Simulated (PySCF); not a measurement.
A GIAO shielding run with PySCF (density fitting, non-relativistic, gas phase) on SMILES COC[C@H]1CC[SiH2]C1, C6H14OSi:

```
$ OMP_NUM_THREADS=1 python probes_run.py task.json out

{"job": {"kind": "nmr", "xc": "PBE0", "basis": "pcSseg-1"}, "charge": 0, "multiplicity": 1}
C      3.439558    -0.258082     0.608801
O      2.092860    -0.629457     0.505931
C      1.346873     0.216519    -0.340657
C     -0.106275    -0.248745    -0.354168
C     -0.772830    -0.080498     1.011573
C     -2.246439    -0.466359     0.870614
Si    -2.751380     0.224798    -0.831426
C     -0.948600     0.515535    -1.379941
H      3.940045    -0.293185    -0.367875
H      3.909863    -0.971197     1.283029
H      3.545335     0.755699     1.017415
H      1.407762     1.257932     0.018242
H      1.764035     0.187980    -1.361556
H     -0.106993    -1.313874    -0.606210
H     -0.261574    -0.685126     1.761330
H     -0.695674     0.967328     1.313039
H     -2.342195    -1.552656     0.887302
H     -2.828930    -0.086150     1.707669
H     -3.519292     1.471128    -0.753419
H     -3.455934    -0.752601    -1.665778
H     -0.725085     0.184472    -2.392276
H     -0.695540     1.575922    -1.333273
```

Hardware: 1 thread of an Arm Neoverse N1, shared host. The job also computes population analyses, field gradients, ring-centre shieldings.

Question: How large is the calculation?

Answer: 72 electrons, 213 basis functions and 1124 auxiliary functions.

Question: How long does it take, and how much memory does it need?

Answer: 98 s of wall time, with 14 SCF cycles and 4 response iterations; peak memory 0.96 GiB. Times on a shared host scatter by some tens of per cent.
